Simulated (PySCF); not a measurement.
Protons, H atoms and electrons added to or taken from N=C=O. Gas-phase values, no solvent. One relaxed conformer stands for each flexible species; it need not be the lowest. Strings in code marks are SMILES.

The HOMO from two functionals at the same geometries (M06-2X/def2-TZVP), both in PySCF: PBE-D3(BJ)/def2-TZVP and M06-2X/def2-TZVP. 

```csv
species,M06-2X/def2-TZVP (eV)
neutral parent (`N=C=O`),-10.28
proton added at N1 (`[NH2+]=C=O`),-18.70
proton added at O3 (`N=C=[OH+]` (not the most basic site)),-18.71
```

Q: What does PBE-D3(BJ)/def2-TZVP give for each?

A: 
- neutral parent (`N=C=O`): -7.36
- proton added at N1 (`[NH2+]=C=O`): -15.70
- proton added at O3 (`N=C=[OH+]` (not the most basic site)): -15.63
Over these rows, drawn at random from the members with no instability flagged (it was tested for open shells, ions and some series alone), PBE minus M06-2X: mean +3.00 eV, from +2.92 eV to +3.08 eV.
